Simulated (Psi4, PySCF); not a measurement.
H2FMgN, singlet, at a GFN2-xTB geometry (such geometries of metal compounds can be far from the true shape), atoms displaced at random by about 0.08 Å a coordinate. Base run: PySCF with R2SCAN/cc-pVDZ, gradient.

The PySCF input:
```python
from pyscf import gto, scf, dft

mol = gto.M(
    atom='''
Mg    0.608719   -0.057717    0.014937
F    -0.015770    1.390446   -0.897864
N    -0.620042   -1.285841    0.819892
H    -1.194332   -1.543745    0.301218
H    -0.960584   -0.592791    1.607903
''',
    basis='cc-pvdz',
    charge=0,
    spin=0,
    verbose=4,
)

mf = dft.RKS(mol)
mf.xc = 'r2scan'
mf.kernel()
g = mf.nuc_grad_method()
grad = g.kernel()
```

Programs used: Psi4, PySCF; a row that names a program was run with it.

The coordinate followed is y of atom 2.

Variants of this job, named by their change:

```tsv
change	dE/dx (Eh/bohr)	net force (Eh/bohr)
base	0.009778	0.000710
code = psi4	0.009714	0.000558
finite difference step (bohr) = 1e-5; conv_tol = 1e-11	0.009529	-
finite difference step (bohr) = 0.2; conv_tol = 1e-11	0.008307	-
conv_tol = 1e-4	0.009760	0.000710
grids.level = 1; grid_response = off	0.008057	0.006377
grids.level = 5; grid_response = on	0.009453	0.000000
density fitting = on; auxbasis_response = off	0.009616	0.001895
grids.level = 5; grid_response = off	0.009413	0.000193
grids.level = 1; grid_response = on	0.009703	0.000000
grid_response = on	0.009529	0.000000
finite difference step (bohr) = 0.01; conv_tol = 1e-11	0.009526	-
```

The net force is zero for an exact gradient.
